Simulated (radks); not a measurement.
The numbers below are computed, except where a source is named.
Charge is removed step by step from the 2s down level of the mercury ion Hg2+, starting from [He] 2s(up 1, down 1) 2p6 3s2 3p6 3d10 4s2 4p6 4d10 4f14 5s2 5p6 5d10. Code: a radial shooting solver on a logarithmic mesh with Libxc functionals. Model: non-relativistic Kohn-Sham, PBE, spin-polarised, spherical densities, point nucleus; relativity is left out, which matters for an element this heavy.

removed (e) = 0: E - E(0) (eV) 0.000; eigenvalue (eV) -12576.3; E minus straight line (eV) 0.000
removed (e) = 0.125: E - E(0) (eV) 1573.5; eigenvalue (eV) -12599.2; E minus straight line (eV) -10.040
removed (e) = 0.25: E - E(0) (eV) 3149.8; eigenvalue (eV) -12622.2; E minus straight line (eV) -17.214
removed (e) = 0.375: E - E(0) (eV) 4729.0; eigenvalue (eV) -12645.1; E minus straight line (eV) -21.520
removed (e) = 0.5: E - E(0) (eV) 6311.1; eigenvalue (eV) -12668.1; E minus straight line (eV) -22.957
removed (e) = 0.625: E - E(0) (eV) 7896.0; eigenvalue (eV) -12691.0; E minus straight line (eV) -21.523
removed (e) = 0.75: E - E(0) (eV) 9483.8; eigenvalue (eV) -12714.0; E minus straight line (eV) -17.219
removed (e) = 0.875: E - E(0) (eV) 11074.5; eigenvalue (eV) -12737.0; E minus straight line (eV) -10.045
removed (e) = 1: E - E(0) (eV) 12668.1; eigenvalue (eV) -12759.9; E minus straight line (eV) 0.000

Removing the whole electron costs 12668.1 eV by Delta-SCF, against 12576.3 eV from minus the eigenvalue at the starting occupation. Slater's transition state (half an electron removed) gives 12668.1 eV. Integrating minus the eigenvalue over the occupation (Janak's theorem) gives 12668.1 eV. The mean slope of the eigenvalue, de/dn, is 184 eV per electron.
